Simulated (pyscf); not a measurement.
O=As–SiH₃, singlet

Gas-phase minimum from PySCF at ωB97X-D3(BJ)/def2-SVP, one conformer. O=As–SiH₃ lies 34.4 kcal/mol over its isomer HO–Si:–AsH₂ [singlet], and others may lie lower still (electronic energy, ωB97M-D3(BJ)). 

```xyz
6

O      0.5847     0.2050     1.7141
As    -1.0419     0.3345     1.7615
Si    -1.4000    -0.1377    -0.5785
H     -2.8369    -0.1136    -0.9867
H     -0.8286    -1.4898    -0.8374
H     -0.6434     0.8915    -1.3465
```

Bonded distances (Å): O1–As2 1.632, As2–Si3 2.414, Si3–H4 1.494, Si3–H5 1.491, Si3–H6 1.490. Bond angles (°): O1–As2–Si3 96.0, As2–Si3–H4 113.9, As2–Si3–H5 106.8, As2–Si3–H6 106.8, H4–Si3–H5 109.6, H4–Si3–H6 109.7, H5–Si3–H6 110.0.

Properties at ωB97X-D3(BJ)/def2-SVP:

| Property | Result |
|---|---|
| Harmonic wavenumbers, unscaled | 92, 166, 353, 445, 528, 876, 940, 953, 1000, 2238, 2257, 2267 cm⁻¹ |
| Zero-point energy | 17.3 kcal/mol |
| Rotational symmetry number | 1 |
| Entropy of this conformer at 298 K and 1 atm, rigid rotor and harmonic oscillator, modes under 100 cm⁻¹ raised to 100 | 312.5 J/(mol K) |
| Dipole moment | 2.70 D |

Single-point totals, which compare only within one level (frozen core for MP2 and CC):

| level | total energy (hartree) |
|---|---|
| ωB97X-D3(BJ)/def2-TZVP | -2602.37091 |
| PBE/def2-TZVP | -2601.83677 |
| r²SCAN/def2-TZVP | -2602.32283 |
| B3LYP-D3(BJ)/def2-TZVP | -2602.47246 |
| PBE0-D3(BJ)/def2-TZVP | -2601.92149 |
| M06-2X/def2-TZVP | -2602.34553 |
| ωB97M-D3(BJ)/def2-TZVP | -2602.46614 |
| HF/def2-TZVPP | -2599.73246 |
| MP2/def2-TZVPP | -2600.36349 |
| CCSD/def2-TZVPP | -2600.37878 |
| CCSD(T)/def2-TZVPP | -2600.40875 |

Soft torsions are taken as harmonic, which can shift the entropy by several J/(mol K). The CCSD(T) − MP2 part came from Ansatz, without density fitting, on the same reference. The frozen core leaves the outer d or s,p core shells of the metals and heavy elements correlated in the MP2 and CC values, and def2-TZVPP describes them poorly, so these totals are far from the basis limit. Elements up to Kr have no core potential and no relativistic terms here.
